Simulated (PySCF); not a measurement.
C2H6GeSi.
Atom-mapped SMILES: `[SiH3:1][C:2]#[C:3][GeH3:4]` (hydrogens: H5, H6, H7 on Si1; H8, H9, H10 on Ge4)

Geometry (PBE0-D3(BJ)/def2-SVP, Å), atoms numbered from 1 in this order:
```xyz
10
C2H6GeSi angstrom
Si     2.5969   -0.0284    0.0335
C      0.7713    0.1057   -0.0788
C     -0.4471    0.1940   -0.1512
Ge    -2.3422    0.3287   -0.2599
H      2.9756   -1.4392    0.3364
H      3.0966    0.8626    1.1208
H      3.2091    0.3817   -1.2637
H     -2.9346    0.0635    1.1313
H     -2.7095    1.7424   -0.7325
H     -2.8523   -0.7158   -1.2626
```

Computed, not measured: core-valence-separated Tamm–Dancoff BHandHLYP/aug-pcX-1 (pcseg-1 on H, def2-SVPD on Si, def2-SVPD on Ge) in PySCF, non-relativistic, gas phase, PBE0-D3(BJ)/def2-SVP geometry. Absolute energies from this functional tend to lie a few eV below measured edges; no shift was applied.

Question: List the carbon K-edge absorption lines.

Answer: 
| E (eV) | f | core hole on | main final orbital | polarisation |
| --- | --- | --- | --- | --- |
| 282.60 | 0.1123 | C2 | LUMO/LUMO+1 (2 roots, f summed) | across the triple bond |
| 282.77 | 0.0908 | C3 | LUMO/LUMO+1 (2 roots, f summed) | across the triple bond |
| 285.90 | 0.0196 | C3 | LUMO+4 (31 %) | along the triple bond |
| 285.96 | 0.0041 | C2 | LUMO+2 (51 %) | along the triple bond |
| 286.24 | 0.0007 | C3 | LUMO+2 (71 %) | – |
| 286.28 | 0.0091 | C2 | spread | along the triple bond |
| 286.92 | 0.0187 | C2 | LUMO+6/LUMO+7 (2 roots, f summed) | across the triple bond |
| 286.95 | 0.0019 | C2 | LUMO+3 (64 %) | along the triple bond |

The first line with a tenth or more of the strongest one's intensity is at 282.60 eV (f = 0.112, sum of 2), with the hole on C2 (alkyne carbon), polarised across the triple bond: a 1s→π* resonance. It is also the strongest listed.

Roots within 0.03 eV whose holes lie on the same, on equivalent or on shared atoms are summed into one line, and the highest roots are left out, as the search may have cut off their partners. Final orbitals are the ground state's empty Kohn–Sham orbitals. A dash: too weak, shared between unlike atoms, or no plane or axis to refer to.

Question: What is the summed oscillator strength of the listed C K lines, and their intensity-weighted mean energy?

Answer: Σf = 0.257 over 8 lines from 282.60 to 286.95 eV; the weighted mean is 283.45 eV. The strongest line holds 44 % of the sum.

Only the lowest roots of each edge were sought. The BHandHLYP/aug-pcX-1 (pcseg-1 on H, def2-SVPD on Si, def2-SVPD on Ge) calculation is non-relativistic and has no spin–orbit coupling, an omission that weighs most on germanium.

Rough CPU time on one thread of a shared machine: about 17 s.
